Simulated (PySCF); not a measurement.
PySCF job for F3H2HfN, SMILES [F][Hf]([F])([NH2])[F], multiplicity 1, TDDFT-PBE/def2-SVPD. Geometry optimised at PBE-D3(BJ)/def2-SVP. The multiplicity is an assumed one; no other spin state was optimised. The structure was generated by enumeration; whether it is a known compound was not checked. The def2 effective core potentials stand for the cores of Hf; spin–orbit coupling is left out. Other conformers were not sampled.

```python
import numpy as np
from pyscf import gto, scf, dft, tdscf

mol = gto.M(
    atom='''
    Hf    0.03030237    0.01570050    0.00000000
    F     0.45967007    0.94510022    1.62941119
    F     0.45967001    0.94510026   -1.62941118
    F     0.94177857   -1.68315558   -0.00000004
    N    -1.97260212   -0.30483630    0.00000003
    H    -2.56181199   -0.42999289    0.83143632
    H    -2.56181202   -0.42999286   -0.83143625
    ''',
    basis='def2-SVPD',
    ecp={'Hf': 'def2-svp'},
    charge=0,
    spin=0,
    symmetry=True,
    max_memory=1600,
    verbose=4,
)
mf = dft.RKS(mol, xc='pbe').density_fit(auxbasis='def2-universal-jkfit')
mf.grids.level = 3
mf.conv_tol = 1e-9
mf.max_cycle = 100
mf.kernel()
mf.grids = dft.Grids(mol).set(level=1).build(with_non0tab=True)  # coarser grid for the response kernel
td = tdscf.TDDFT(mf)
td.singlet = True
td.nstates = 10
td.conv_tol = 1e-4
td.positive_eig_threshold = 1e-6
td.kernel(x0=td.get_init_guess(mf, 15))
td.analyze()
tt = tdscf.TDA(mf)
tt.singlet = False
tt.nstates = 4
tt.conv_tol = 1e-4
tt.positive_eig_threshold = 1e-6
tt.kernel(x0=tt.get_init_guess(mf, 9))
tt.analyze(verbose=3)
```

Program output:

```
PySCF version 2.14.0

[INPUT] verbose = 4
[INPUT] num. atoms = 7
[INPUT] num. electrons = 48
[INPUT] charge = 0
[INPUT] spin (= nelec alpha-beta = 2S) = 0
[INPUT] symmetry True subgroup None
[INPUT] Mole.unit = angstrom
[INPUT] Symbol           X                Y                Z      unit          X                Y                Z       unit  Magmom
[INPUT]  1 Hf     0.030302370000   0.015700500000   0.000000000000 AA    0.057263180225   0.029669645019   0.000000000000 Bohr   0.0
[INPUT]  2 F      0.459670070000   0.945100220000   1.629411190000 AA    0.868650539960   1.785980576066   3.079140893402 Bohr   0.0
[INPUT]  3 F      0.459670010000   0.945100260000  -1.629411180000 AA    0.868650426576   1.785980651655  -3.079140874504 Bohr   0.0
[INPUT]  4 F      0.941778570000  -1.683155580000  -0.000000040000 AA    1.779703567285  -3.180703071233  -0.000000075589 Bohr   0.0
[INPUT]  5 N     -1.972602120000  -0.304836300000   0.000000030000 AA   -3.727677759536  -0.576057119826   0.000000056692 Bohr   0.0
[INPUT]  6 H     -2.561811990000  -0.429992890000   0.831436320000 AA   -4.841123043727  -0.812568797610   1.571186934816 Bohr   0.0
[INPUT]  7 H     -2.561812020000  -0.429992860000  -0.831436250000 AA   -4.841123100419  -0.812568740918  -1.571186802535 Bohr   0.0

nuclear repulsion = 202.518426792921
point group symmetry = Cs
symmetry origin: [-6.29908702e-09  4.37436601e-09  1.74974656e-10]
symmetry axis x: [ 1.00000000e+00 -9.88140764e-09  4.46240262e-09]
symmetry axis y: [-9.88140763e-09 -1.00000000e+00 -2.23367471e-09]
symmetry axis z: [-4.46240265e-09 -2.23367463e-09  1.00000000e+00]
num. orbitals of irrep A' = 85
num. orbitals of irrep A" = 55
number of shells = 56
number of NR pGTOs = 209
number of NR cGTOs = 140
basis = def2-SVPD
ecp = {'Hf': 'def2-svp'}


[settings echo left out]
init E= -390.42206619258
HOMO (A') = -0.492075982714173  LUMO (A") = -0.367872784989548  gap/eV = 3.37974
cycle= 1 E= -403.022412648082  delta_E= -12.6  |g|= 0.943  |ddm|= 7.94
HOMO (A') = -0.1818822226992  LUMO (A') = -0.0303377499080852  gap/eV = 4.12374
cycle= 2 E= -402.828695107615  delta_E= 0.194  |g|= 1.47  |ddm|= 2.32
HOMO (A') = -0.247137811070768  LUMO (A') = -0.044457672093472  gap/eV = 5.51521
cycle= 3 E= -403.203037491309  delta_E= -0.374  |g|= 0.389  |ddm|= 1.09
HOMO (A') = -0.253293107140308  LUMO (A") = -0.0687111850458622  gap/eV = 5.02273
cycle= 4 E= -403.235985066099  delta_E= -0.0329  |g|= 0.0517  |ddm|= 0.389
HOMO (A') = -0.250320139498747  LUMO (A") = -0.0635994786113416  gap/eV = 5.08093
cycle= 5 E= -403.236529341827  delta_E= -0.000544  |g|= 0.00756  |ddm|= 0.0514
HOMO (A') = -0.249958834045728  LUMO (A") = -0.063785311166626  gap/eV = 5.06604
cycle= 6 E= -403.236530783486  delta_E= -1.44e-06  |g|= 0.00712  |ddm|= 0.0119
HOMO (A') = -0.250446799163228  LUMO (A") = -0.0638389541404565  gap/eV = 5.07786
cycle= 7 E= -403.236540427892  delta_E= -9.64e-06  |g|= 0.00106  |ddm|= 0.00558
HOMO (A') = -0.250488242302559  LUMO (A") = -0.0639395561441476  gap/eV = 5.07625
cycle= 8 E= -403.236540651041  delta_E= -2.23e-07  |g|= 0.000212  |ddm|= 0.00174
HOMO (A') = -0.250488604316399  LUMO (A") = -0.0639588147732959  gap/eV = 5.07573
cycle= 9 E= -403.236540656318  delta_E= -5.28e-09  |g|= 0.000113  |ddm|= 0.000269
HOMO (A') = -0.250501980184545  LUMO (A") = -0.0639588498078103  gap/eV = 5.07610
cycle= 10 E= -403.236540658882  delta_E= -2.56e-09  |g|= 3.33e-05  |ddm|= 0.000104
HOMO (A') = -0.250497701030156  LUMO (A") = -0.0639567028684485  gap/eV = 5.07604
cycle= 11 E= -403.236540659125  delta_E= -2.43e-10  |g|= 4.66e-06  |ddm|= 3.04e-05
HOMO (A') = -0.25049830378347  LUMO (A") = -0.0639565980681072  gap/eV = 5.07606
Extra cycle  E= -403.236540659106  delta_E= 1.9e-11  |g|= 1.15e-05  |ddm|= 1.16e-05
converged SCF energy = -403.236540659106
tot grids = 34808
Overwritten attributes  positive_eig_threshold  of <class 'pyscf.tdscf.rks.CasidaTDDFT'>


******** <class 'pyscf.tdscf.rks.CasidaTDDFT'> for <class 'pyscf.df.df_jk.DFSymAdaptedRKS'> ********
nstates = 10 singlet
deg_eia_thresh = 1.000e-03
wfnsym = None
conv_tol = 0.0001
eigh lindep = 1e-12
eigh level_shift = 0
eigh max_cycle = 100


Excitation energies (eV)
[5.08730139 5.49935292 5.94857311 6.27775894 6.44127606 6.93571511
 7.32057173 7.33384909 7.60229414 7.8703012 ]

** Singlet excitation energies and oscillator strengths **
Excited State   1:   A"      5.08730 eV    243.71 nm  f=0.0007
      24 -> 25        0.70679
Excited State   2:   A'      5.49935 eV    225.45 nm  f=0.0372
      24 -> 26       -0.67952
      24 -> 27       -0.18223
Excited State   3:   A'      5.94857 eV    208.43 nm  f=0.0300
      24 -> 26        0.15100
      24 -> 27       -0.64204
      24 -> 30       -0.22981
Excited State   4:   A"      6.27776 eV    197.50 nm  f=0.0034
      24 -> 28       -0.70617
Excited State   5:   A'      6.44128 eV    192.48 nm  f=0.0157
      24 -> 29        0.69551
      24 -> 30       -0.11742
Excited State   6:   A'      6.93572 eV    178.76 nm  f=0.0152
      24 -> 30       -0.36290
      24 -> 31        0.59615
Excited State   7:   A"      7.32057 eV    169.36 nm  f=0.0000
      24 -> 32        0.70663
Excited State   8:   A'      7.33385 eV    169.06 nm  f=0.0863
      23 -> 29        0.12329
      24 -> 27       -0.18612
      24 -> 30        0.49680
      24 -> 31        0.34941
      24 -> 33        0.21904
Excited State   9:   A'      7.60229 eV    163.09 nm  f=0.0016
      24 -> 30       -0.15980
      24 -> 33        0.66954
Excited State  10:   A"      7.87030 eV    157.53 nm  f=0.0012
      21 -> 25       -0.26233
      23 -> 25        0.65215

** Transition electric dipole moments (AU) **
state          X           Y           Z        Dip. S.      Osc.
  1        -0.0000      0.0000      0.0768      0.0059      0.0007
  2        -0.2307      0.4719      0.0000      0.2759      0.0372
  3         0.4431      0.0970     -0.0000      0.2057      0.0300
  4        -0.0000      0.0000      0.1486      0.0221      0.0034
  5         0.0029      0.3154     -0.0000      0.0995      0.0157
  6        -0.2314      0.1899      0.0000      0.0896      0.0152
  7         0.0000     -0.0000      0.0131      0.0002      0.0000
  8         0.6585      0.2161     -0.0000      0.4803      0.0863
  9        -0.0907     -0.0187      0.0000      0.0086      0.0016
 10        -0.0000      0.0000      0.0777      0.0060      0.0012

WARN: ECP detected. Skipping calculation of transition velocity and magnetic dipole moments, which have not yet been implemented.

Overwritten attributes  positive_eig_threshold  of <class 'pyscf.tdscf.rks.TDA'>


******** <class 'pyscf.tdscf.rks.TDA'> for <class 'pyscf.df.df_jk.DFSymAdaptedRKS'> ********
nstates = 4 triplet
deg_eia_thresh = 1.000e-03
wfnsym = None
conv_tol = 0.0001
eigh lindep = 1e-12
eigh level_shift = 0
eigh max_cycle = 100


Excitation energies (eV)
[4.96083106 5.17197272 5.41368482 6.17576661]

** Triplet excitation energies and oscillator strengths **
Excited State   1:   A"      4.96083 eV    249.93 nm  f=0.0000
Excited State   2:   A'      5.17197 eV    239.72 nm  f=0.0000
Excited State   3:   A'      5.41368 eV    229.02 nm  f=0.0000
Excited State   4:   A"      6.17577 eV    200.76 nm  f=0.0000
```

The run converged.

Cost: around 50 core-seconds (rough).
